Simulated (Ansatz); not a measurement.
Geometry optimisation, Ansatz, RKS PBE/6-31G*.

The input (input.yaml):

```yaml
crystal:
  periodic: [false, false, false]
  atoms:
    - { symbol: "N", position_ang: [-0.8206, 0.8662, -1.6618] }
    - { symbol: Al, position_ang: [0.3405, 0.1339, -0.4185] }
    - { symbol: O, position_ang: [2.1016, 0.0467, -0.8208] }
    - { symbol: Si, position_ang: [-0.3874, -0.6925, 1.6306] }
    - { symbol: H, position_ang: [-0.2929, 1.2507, -2.4918] }
    - { symbol: H, position_ang: [-1.2871, 1.7651, -1.2128] }
    - { symbol: H, position_ang: [2.2701, -0.8254, -1.2577] }
    - { symbol: H, position_ang: [-0.1101, -2.1196, 1.7255] }
    - { symbol: H, position_ang: [-1.9139, -0.4947, 1.7432] }
    - { symbol: H, position_ang: [0.183, 0.0184, 2.7671] }
basis:
  gaussian: { orbitals: "6-31G*" }
hamiltonian:
  xc: pbe
relax:
  f_tol: 0.02
  max_steps: 40
scf:
  lower_state_search: "off"
```

Launched with:

```bash
$ ansatz run input.yaml --threads 1 --pin off --max-ram 2048MiB --backend cpu --events-out ev --progress --plain --runs-dir out
```

Question: Where does it end, and by what steps?

Answer: The run converged. The force dipped under the threshold on the way, but the program's further checks kept it going. After 11 steps the energy has fallen by 0.673 eV; O3 moved furthest, 0.56 Å.

| step | energy less start (eV) | largest force component (eV/Å) | accepted |
| --- | --- | --- | --- |
| 0 | 0.0000 | 2.406 | yes |
| 1 | -0.3270 | 1.824 | yes |
| 2 | -0.4944 | 1.385 | yes |
| 3 | -0.5803 | 0.415 | yes |
| 4 | -0.5871 | 0.585 | yes |
| 5 | -0.6378 | 0.401 | yes |
| 6 | -0.6498 | 0.237 | yes |
| 7 | -0.6536 | 0.453 | yes |
| 8 | -0.6714 | 0.067 | yes |
| 9 | -0.6717 | 0.055 | yes |
| 10 | -0.6725 | 0.012 | yes |
| 11 | -0.6726 | 0.012 | yes |

```xyz
10
Properties=species:S:1:pos:R:3
N -0.637 1.193 -1.559
Al 0.389 0.111 -0.572
O 1.937 -0.258 -1.263
Si -0.414 -0.696 1.605
H -0.362 1.582 -2.461
H -1.574 1.501 -1.302
H 2.542 -0.848 -0.781
H -0.128 -2.158 1.828
H -1.901 -0.516 1.757
H 0.231 0.038 2.751
```

Run time: 29 s on 1 thread of Arm Neoverse V2, with other jobs on the host, peak memory 0.13 GiB.
